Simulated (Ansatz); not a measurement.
Consider the substitution at a C–Si bond: `N=C=C([SiH3])Cl` + H₂S → `N=C=C(S)Cl` + SiH₄.

Gas-phase electronic energies from Ansatz, PBE0-D4/def2-TZVP geometries. CCSD(T)/CBS is the MP2 limit (def2-TZVPP, def2-QZVPP) plus CCSD(T) − MP2 in def2-TZVPP, frozen cores. This one scheme is used for every species. DFT in def2-TZVPP. Each species was taken in one conformer, which may not be the lowest.

```json
{"level": "ωB97M-V", "ΔE (kJ/mol)": "64.5"}
{"level": "r2SCAN0", "ΔE (kJ/mol)": "64.1"}
```

Question: What does CCSD(T)/CBS give? (Best estimate.)

Answer: Computed: +67.1 kJ/mol. The listed levels differ from it by -2.6, -3.0 kJ/mol.

Largest T1 diagnostic among the species: 0.014.

From PBE to PBE0 (25 % exact exchange), in def2-TZVPP and without D4, ΔE moves by +5.9 kJ/mol. In def2-TZVPP, CCSD(T) changes the Hartree–Fock value by −4.7 kJ/mol (the triples alone add −2.0 kJ/mol) and MP2 by −5.7 kJ/mol. Leaving LDA and LC-ωPBE aside and taking each functional with its dispersion term where it has one, the values, not all of them listed here, spread over 14.4 kJ/mol, from revPBE-D4 to BHLYP-D4.

CCSD(T)/CBS has its own doubt, a few kJ/mol and more with outer-core shells, so smaller differences from it don't rank the levels.
